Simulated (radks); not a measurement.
Question: Species: C4+. Configuration: 1s1 2s1 (not the ground configuration). All-electron calculation, Dirac Kohn-Sham, LDA (Slater exchange, Perdew-Wang correlation), spin-unpolarised, spherical densities, finite nucleus; Fermi nuclear charge, rms radius 2.4702 fm. Program: a radial shooting solver on a logarithmic mesh with Libxc functionals.

Spin-orbit splittings of the eigenvalues, e(l+1/2) - e(l-1/2), with zeta = 2 splitting/(2l+1) and mean radii in bohr:

shell  occ.  splitting (eV)  zeta (eV)  <r> j=l-1/2  <r> j=l+1/2
2p        0         0.03681    0.02454       0.9775       0.9781
3d        0               ?          ?        2.185        2.185

Estimate the 3d splitting.

Answer: 0.002570 eV (zeta = 0.001028 eV).
